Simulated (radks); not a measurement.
Results of a calculation; reference values are marked as such.
Q: The mean radii <r> (bohr) of the occupied orbitals of an atom or ion are listed with their occupations. Code: a radial shooting solver on a logarithmic mesh with Libxc functionals. Model: Dirac Kohn-Sham, BLYP, spin-unpolarised, spherical densities, finite nucleus; Fermi nuclear charge, rms radius of each element as measured or else 0.836 A^(1/3) + 0.57 fm.

orbital      occ.      <r>
1s1/2           2  0.08571
2s1/2           2   0.4124
2p1/2           2   0.3726
2p3/2           4   0.3750
3s1/2           1    1.225
3p1/2    0.666667    1.291
3p3/2     1.33333    1.295
4p1/2    0.333333    2.956
4p3/2    0.666667    2.964

Name the element and its charge. Open shells, if any, are shared by 2j + 1.

A: Z = 18, argon, charge +4: Ar4+ in [Ne] 3s1 3p2 4p1. The 1s radius gives Z: for a bare nucleus <r> = (2 gamma + 1)/(2Z) with gamma = sqrt(1 - (Z/c)^2), 0.08285 bohr for Z = 18, and screening makes it slightly larger (0.08571 here). The occupations add up to 14, and the charge is Z minus that.
